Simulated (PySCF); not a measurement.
Cyclo-(H2GeCH2)3, C3H12Ge3.
Bonds: Ge1–C4, Ge1–C12, C4–Ge5, Ge5–C8, C8–Ge9, Ge9–C12. Hydrogens: H2, H3 on Ge1; H13, H14 on C4; H6, H7 on Ge5; H15, H16 on C8; H10, H11 on Ge9; H17, H18 on C12.

Level of theory: PBE0-D3(BJ)/def2-SVP geometry optimisation, gas phase (PySCF).

(1) Give the optimised bond lengths and angles.

Answers

(1) 
```tsv
bond	length (bohr)
Ge1–H2 and 5 like bonds	2.920
Ge1–C4 and 5 like bonds	3.707
C4–H13 and 5 like bonds	2.081
```

Bonds in one row agree within 0.02 bohr and their mean is given. A selection of angles:
```tsv
angle	degrees
H2–Ge1–H3	108.8
H2–Ge1–C4	109.2
C4–Ge1–C12	110.0
Ge1–C4–Ge5	112.5
Ge1–C4–H13	109.2
H13–C4–H14	107.3
C4–Ge5–H7	110.8
H6–Ge5–H7	108.3
Ge5–C8–Ge9	113.5
Ge9–C12–H18	108.5
```

Dihedral angles: C12–Ge1–C4–Ge5 -31° (synclinal); C4–Ge1–C12–Ge9 -32° (synclinal); Ge1–C4–Ge5–C8 64° (synclinal); C4–Ge5–C8–Ge9 -29° (synperiplanar); Ge5–C8–Ge9–C12 -32° (synclinal); C8–Ge9–C12–Ge1 66° (synclinal).

Ge1 (germanium bonded to 2 C and 2 H) is tetrahedral (angles from 108.8° to 110.0°).

No frequency check. The numbers are those of one conformer.
